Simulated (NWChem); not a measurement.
Everything below was run with NWChem. System: OZr, charge 0, spin multiplicity 1, at a geometry optimised with B3LYP/def2-SVP with def2 effective core potentials on Zr. The structure started from a generated list of species. Level: constrained B3LYP/def2-SVP with def2 effective core potentials on Zr, VWN1-RPA local correlation.

Part of the output:

```
             Northwest Computational Chemistry Package (NWChem) 7.3.0
             --------------------------------------------------------

                                NWChem Input Module
                                -------------------

 Scaling coordinates for geometry "geometry" by  1.889725989
 (inverse scale =  0.529177249)

                             Geometry "geometry" -> ""
                             -------------------------

 Output coordinates in angstroms (scale by  1.889725989 to convert to a.u.)

  No.       Tag          Charge          X              Y              Z
 ---- ---------------- ---------- -------------- -------------- --------------
    1 Zr                  40.0000     0.00000000     0.00000000     0.29187700
    2 O                    8.0000     0.00000000     0.00000000    -1.45938300

 Effective nuclear repulsion energy (a.u.)      96.6942199787

            Nuclear Dipole moment (a.u.)
            ----------------------------
        X                 Y               Z
 ---------------- ---------------- ----------------
     0.0000000000     0.0000000000     0.0000302356


 Summary of "ao basis" -> "" (spherical)
 ------------------------------------------------------------------------------
       Tag                 Description            Shells   Functions and Types
 ---------------- ------------------------------  ------  ---------------------
 *                          def2-svp                  on all atoms

                                 NWChem DFT Module
                                 -----------------

 Summary of "ao basis" -> "ao basis" (spherical)
 ------------------------------------------------------------------------------
       Tag                 Description            Shells   Functions and Types
 ---------------- ------------------------------  ------  ---------------------
 Zr                         def2-svp                11       31   5s3p2d1f
 O                          def2-svp                 6       14   3s2p1d

 Summary of "ao basis" -> "ao basis" (spherical)
 ------------------------------------------------------------------------------
       Tag                 Description            Shells   Functions and Types
 ---------------- ------------------------------  ------  ---------------------
 Zr                         def2-svp                11       31   5s3p2d1f
 O                          def2-svp                 6       14   3s2p1d
[...]
    36      0.389718  2 O  py                35      0.372757  2 O  px
    16     -0.314020  1 Zr d -1              18      0.300353  1 Zr d  1
    39      0.177290  2 O  py                38      0.169574  2 O  px
    21     -0.123470  1 Zr d -1              23      0.118096  1 Zr d  1
     7     -0.086441  1 Zr py                 6     -0.082679  1 Zr px

 Vector   10  Occ=2.000000D+00  E=-1.687416D-01
              MO Center= -1.1D-09, -2.7D-10,  5.5D-01, r^2= 4.5D+00
   Bfn.  Coefficient  Atom+Function         Bfn.  Coefficient  Atom+Function
  ----- ------------  ---------------      ----- ------------  ---------------
     4      0.769506  1 Zr s                  2     -0.421876  1 Zr s
     5      0.394537  1 Zr s                  3     -0.299005  1 Zr s
     1     -0.202825  1 Zr s                 17     -0.181949  1 Zr d  0
    34     -0.128515  2 O  s                 14      0.104792  1 Zr pz
    37      0.100980  2 O  pz                22     -0.097723  1 Zr d  0

 Vector   11  Occ=0.000000D+00  E=-9.403181D-02
              MO Center= -7.8D-10, -1.2D-10,  2.9D-01, r^2= 2.0D+00
   Bfn.  Coefficient  Atom+Function         Bfn.  Coefficient  Atom+Function
  ----- ------------  ---------------      ----- ------------  ---------------
    15      0.818216  1 Zr d -2              20      0.318795  1 Zr d -2

 Vector   12  Occ=0.000000D+00  E=-9.403174D-02
              MO Center= -8.6D-10, -3.5D-11,  2.9D-01, r^2= 2.0D+00
   Bfn.  Coefficient  Atom+Function         Bfn.  Coefficient  Atom+Function
  ----- ------------  ---------------      ----- ------------  ---------------
    19      0.818217  1 Zr d  2              24      0.318794  1 Zr d  2

 Vector   13  Occ=0.000000D+00  E=-5.030022D-02
              MO Center=  6.1D-10, -2.4D-10,  6.1D-01, r^2= 7.5D+00
   Bfn.  Coefficient  Atom+Function         Bfn.  Coefficient  Atom+Function
  ----- ------------  ---------------      ----- ------------  ---------------
    12      0.542036  1 Zr px                13     -0.492103  1 Zr py
    18     -0.316070  1 Zr d  1              16     -0.286954  1 Zr d -1
     6     -0.201221  1 Zr px                 7      0.182685  1 Zr py
     9      0.170429  1 Zr px                10     -0.154729  1 Zr py
    23     -0.112734  1 Zr d  1              35      0.105270  2 O  px

     ---------------------------------------------
      Total Density - Mulliken Population Analysis
     ---------------------------------------------

    Atom       Charge   Shell Charges
 -----------   ------   -------------------------------------------------------
    1 Zr  12    12.84  -0.50  1.69  0.82  1.23  0.66  5.82  0.40  0.17  1.94  0.50  0.11
    2 O    8     7.16   1.99  1.20  0.35  2.56  1.04  0.01

     -------------------------------------------
      Total Density - Lowdin Population Analysis
     -------------------------------------------

    Atom       Charge   Shell Charges
 -----------   ------   -------------------------------------------------------
    1 Zr  12    12.60   0.00  1.00  0.98  0.92  0.86  5.25  0.86  0.19  1.79  0.61  0.13
    2 O    8     7.40   1.98  0.97  0.61  2.38  1.45  0.02

 center of mass
 --------------
 x =   0.00000000 y =   0.00000000 z =   0.05171888

 moments of inertia (a.u.)
 ------------------
         148.719690279955           0.000000000000           0.000000000000
           0.000000000000         148.719690279955           0.000000000000
           0.000000000000           0.000000000000           0.000000000000

     Multipole analysis of the density
     ---------------------------------

     L   x y z        total         alpha         beta         nuclear
     -   - - -        -----         -----         ----         -------
     0   0 0 0     -0.000000    -10.000000    -10.000000     20.000000

     1   1 0 0      0.000000      0.000000      0.000000      0.000000
     1   0 1 0      0.000000      0.000000      0.000000      0.000000
     1   0 0 1     -0.289650      7.577105      7.577105    -15.443861

     2   2 0 0    -25.597727    -12.798863    -12.798863      0.000000
     2   1 1 0     -0.000000     -0.000000     -0.000000      0.000000
     2   1 0 1      0.000000      0.000000      0.000000      0.000000
     2   0 2 0    -25.597727    -12.798863    -12.798863      0.000000
     2   0 1 1      0.000000      0.000000      0.000000      0.000000
     2   0 0 2    -23.280393    -43.888150    -43.888150     64.495907

 Task  times  cpu:        1.4s     wall:        1.4s

 Total times  cpu:        1.4s     wall:        1.4s
```

Problem. Write an NWChem input that would produce this output.

Solution. Several could match; the one computed here: 
```
start mol
memory heap 200 mb stack 900 mb global 1100 mb
geometry units angstroms nocenter noautoz noautosym
  Zr     0.000000     0.000000     0.291877
  O      0.000000     0.000000    -1.459383
end
basis spherical
  * library def2-svp
end
ecp
  Zr library def2-ecp
end
dft
  xc b3lyp
  semidirect memsize 60000000 filesize 0
  iterations 100
  convergence nolevelshifting
  cdft 2 2 charge 0.6 pop lowdin
end
task dft energy
```
